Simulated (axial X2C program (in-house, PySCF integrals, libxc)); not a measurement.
## Outer orbitals of InN⁺ at 2.855 Å, PBE0

Calculated with an in-house all-electron X2C program for linear molecules (integrals from PySCF). Spin-free means the one-electron spin-free X2C Hamiltonian; two-component (2c) means X2C with spin–orbit coupling and atomic mean-field two-electron Coulomb and Gaunt terms, so the difference of the two also holds small scalar two-electron terms. Basis: In dyall-cv3z [11s12p9d4f1g], N dyall-av3z [7s7p3d2f] (cores contracted in-house); Gaussian nuclei, density fitting, unrestricted open shells. Masses: In 114.904 u, N 14.003 u.

The distance is close to the 2c PBE0 minimum; the highest filled and lowest empty levels are listed.

Spin-free orbitals, state M_S = 3/2, Λ = 0 (beyond evenly filled blocks: σα, π+α, π-α) (Löwdin shares):

```
symmetry  occupied  ε (eV)            atomic character
      σα       yes  -28.46           50% In d, 49% N s
     δ-α       yes  -28.26                   100% In d
     δ+α       yes  -28.26                   100% In d
     δ+β       yes  -28.25                   100% In d
     δ-β       yes  -28.25                   100% In d
     π-α       yes  -28.24                   100% In d
     π+α       yes  -28.24                   100% In d
      σβ       yes  -28.23                   100% In d
     π+β       yes  -28.23                   100% In d
     π-β       yes  -28.23                   100% In d
      σα       yes  -28.06           52% In d, 47% N s
      σβ       yes  -22.28   94% N s, 2% In p, 2% In d
      σα       yes  -16.44           59% N p, 38% In s
     π+α       yes  -15.45                     99% N p
     π-α       yes  -15.45                     99% N p
      σβ       yes  -15.43    85% In s, 9% N p, 3% N s
      σα       yes  -14.66  51% In s, 41% N p, 4% In p
      σβ        no   -8.65  58% N p, 37% In p, 3% In s
     π+β        no   -7.96           55% N p, 44% In p
     π-β        no   -7.96           55% N p, 44% In p
     π+α        no   -7.44            95% In p, 3% N p
     π-α        no   -7.44            95% In p, 3% N p
```

Spinors with spin–orbit coupling (state Ω = 3/2):

```csv
ω,occupied,ε (eV),atomic character,λ mixture
1/2,yes,-28.78,"94% In d, 6% N s","51% π, 49% σ"
-3/2,yes,-28.77,100% In d,"81% δ, 19% π"
3/2,yes,-28.76,100% In d,"80% δ, 20% π"
-1/2,yes,-28.75,100% In d,"61% π, 39% σ"
1/2,yes,-28.29,"76% N s, 22% In d","82% σ, 18% π"
5/2,yes,-27.94,100% In d,100% δ
-5/2,yes,-27.93,100% In d,100% δ
3/2,yes,-27.92,100% In d,"80% π, 20% δ"
-1/2,yes,-27.91,100% In d,"61% σ, 39% π"
-3/2,yes,-27.91,100% In d,"81% π, 19% δ"
1/2,yes,-27.86,"86% In d, 14% N s","69% σ, 31% π"
-1/2,yes,-22.29,"94% N s, 2% In p, 2% In d",100% σ
1/2,yes,-16.43,"59% N p, 38% In s",100% σ
-1/2,yes,-15.45,99% N p,100% π
3/2,yes,-15.44,99% N p,100% π
-1/2,yes,-15.43,"85% In s, 9% N p, 3% N s",100% σ
1/2,yes,-14.66,"51% In s, 41% N p, 4% In p",100% σ
-1/2,no,-8.66,"57% N p, 38% In p, 3% In s","99% σ, 1% π"
1/2,no,-8.03,"50% In p, 48% N p","99% π, 1% σ"
-3/2,no,-7.91,"60% N p, 38% In p",100% π
-1/2,no,-7.56,"94% In p, 4% N p","98% π, 2% σ"
```

Mulliken charges and populations of the two-component result (they depend on the basis, above all on diffuse functions):

In 0.98 e (s 9.97 p 18.04 d 20.01), N 0.02 e (s 3.99 p 2.98 d 0.01). ⟨Lz⟩ = 0.00 ħ and ⟨Sz⟩ = 1.50 ħ (0.03 and 1.47 on the two atoms), which add up to Ω.

The state is one determinant whose occupation by symmetry is held fixed; it was picked as the lowest of a PBE0 search that is not exhaustive. Density functionals use the spin component along the axis (collinear). With several unpaired electrons one determinant need not be a pure state. The bond is weak and the correlated curve of this state has no minimum in the scanned range, so this well may be an artefact of the functional. This is the top spin component of a Σ state; components of lower Ω are not single determinants and can lie lower.
